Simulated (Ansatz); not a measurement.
Consider the cleavage of the P–Si bond: `C[SiH2]P` + `[OH][SbH2]` → `P[O][SbH2]` + `C[SiH3]`.

Isolated molecules relaxed with PBE0-D4/def2-TZVP in Ansatz; ΔE leaves out vibrations. CBS: MP2 limit from def2 TZ/QZ plus the TZ coupled-cluster correction, frozen cores. This one scheme is used for every species. Functionals use def2-TZVPP. def2 core potentials past Kr. For Sb outer-core shells are correlated without core-valence functions, which leaves a few kJ/mol of doubt a bond. One conformer a species, not always the lowest.

Problem. Is it downhill or uphill in electronic energy at CCSD(T)/CBS, and by how much? (Best estimate.)

Solution. Computed: Uphill: ΔE = +7.5 kcal/mol.

Problem. What do these levels give: LDA (SPW92), r2SCAN0-D4, ωB97X-V, r2SCAN0, CCSD(T)/def2-SVP, SCS-MP2/def2-TZVPP? (Estimate.)

Solution. The calculation gave: LDA (SPW92) 10.2, r2SCAN0-D4 8.9, ωB97X-V 6.7, r2SCAN0 8.8, CCSD(T)/def2-SVP 7.1, SCS-MP2/def2-TZVPP 5.4 kcal/mol.

Largest T1 diagnostic among the species: 0.015.

From BLYP to BHLYP (50 % exact exchange), in def2-TZVPP and without D4, ΔE moves by −1.2 kcal/mol. In def2-TZVPP, CCSD(T) changes the Hartree–Fock value by +4.9 kcal/mol (the triples alone add +0.6 kcal/mol) and MP2 by +4.8 kcal/mol.
